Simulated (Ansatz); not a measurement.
Mulliken charges of AsN (`N#[As]`) from PBE/def2-TZVPP in Ansatz (PBE0-D4/def2-TZVP geometry).

| atom | x (Å) | y (Å) | z (Å) | charge (e) |
| --- | --- | --- | --- | --- |
| N1 | -0.681 | 0.245 | -0.345 | -0.337 |
| As2 | 0.681 | -0.245 | 0.345 | 0.337 |

**Question.** By hand: the dipole of these point charges (1 e Å = 4.8032 D).

**Answer.** Σ q r = (0.459, -0.165, 0.233) e Å, of length 0.541 e Å = 2.60 D.

**Question.** How does the dipole of the full density compare? (Best estimate.)

**Answer.** The calculation gave: (0.508, -0.183, 0.257) e Å, 2.87 D; the point charges give 0.91 times that, at 0° from its direction.

Point charges leave out the atoms' own dipoles, such as those of lone pairs, and Mulliken's split depends on the basis, so the close match here is no proof of good charges.
